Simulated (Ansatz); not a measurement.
```yaml
crystal:
  periodic: [false, false, false]
  atoms:
    - {symbol: O, position_ang: [-0.274351, 1.830371, -1.601087]}
    - {symbol: Si, position_ang: [-0.172250, 1.294622, -0.040671]}
    - {symbol: Ge, position_ang: [-0.064355, -1.092805, 0.046309]}
    - {symbol: O, position_ang: [0.404698, -1.459054, 1.737601]}
    - {symbol: H, position_ang: [0.482023, 1.686406, -2.171175]}
    - {symbol: H, position_ang: [-1.399627, 1.781116, 0.632181]}
    - {symbol: H, position_ang: [1.027968, 1.840786, 0.651984]}
    - {symbol: H, position_ang: [-1.400701, -1.803616, -0.270330]}
    - {symbol: H, position_ang: [1.003808, -1.678377, -0.912253]}
    - {symbol: H, position_ang: [0.392778, -2.399450, 1.927440]}
basis:
  gaussian: {orbitals: cc-pVDZ}
magnetization: {spin_polarized: true, initial_magnetization: 8}
hamiltonian: {xc: {name: revPBE}}
output: {forces: true}
```

```sh
$ ansatz run in.yaml --threads 4 --pin off --events-out ev --progress --plain --max-ram 10444MiB
```

Shortened log:

```
Functional definition: revPBE
1231 factors; their error is unknown
mean field evaluation 1: about -68549.6122 eV, gradient 3.3e1 eV
mean field evaluation 2: about -68460.1674 eV, gradient 1.1e2 eV
mean field evaluation 4: about -68542.8070 eV, gradient 3.9e1 eV
mean field evaluation 8: about -68554.0191 eV, gradient 1.4e-1 eV
mean field evaluation 16: about -68554.0198 eV, gradient 1.9e-5 eV
mean field -68554.01980264 eV, -2519.3137601635 hartree, gradient 7.5e-6 eV, S^2 20.007679; 10 other end points of the search recorded, 0 dependent functions left out
reference -68554.01986810 eV, -2519.3137625690 hartree; 38, 30 occupied and 65, 73 virtual orbitals, 1231 factors
Total energy: -68554.01986810 eV, -2519.3137625690 hartree
Atom 0 at    -0.274351     1.830371    -1.601087 Å, force    -2.653883     2.788927    -2.175780 eV/Å
Atom 1 at    -0.172250     1.294622    -0.040671 Å, force     0.246645    -2.877842     1.588682 eV/Å
Atom 2 at    -0.064355    -1.092805     0.046309 Å, force     1.121746     2.471775    -2.282006 eV/Å
Atom 3 at     0.404698    -1.459054     1.737601 Å, force     1.947436     2.165876     5.481281 eV/Å
Atom 4 at     0.482023     1.686406    -2.171175 Å, force     2.731919    -0.498363    -2.473553 eV/Å
Atom 5 at    -1.399627     1.781116     0.632181 Å, force    -1.657642     2.284265     1.828260 eV/Å
Atom 6 at     1.027968     1.840786     0.651984 Å, force     1.009944     2.283599     1.399818 eV/Å
Atom 7 at    -1.400701    -1.803616    -0.270330 Å, force    -4.322268    -3.070376    -1.630012 eV/Å
Atom 8 at     1.003808    -1.678377    -0.912253 Å, force     1.818681    -2.039498    -2.588202 eV/Å
Atom 9 at     0.392778    -2.399450     1.927440 Å, force    -0.242578    -3.508365     0.851513 eV/Å
Dipole moment:     0.049290     0.087245     0.077331 e Å
```

In this input the spin is set far too high for this molecule. Self-consistency was reached. The result belongs to that input, not to the molecule as meant.
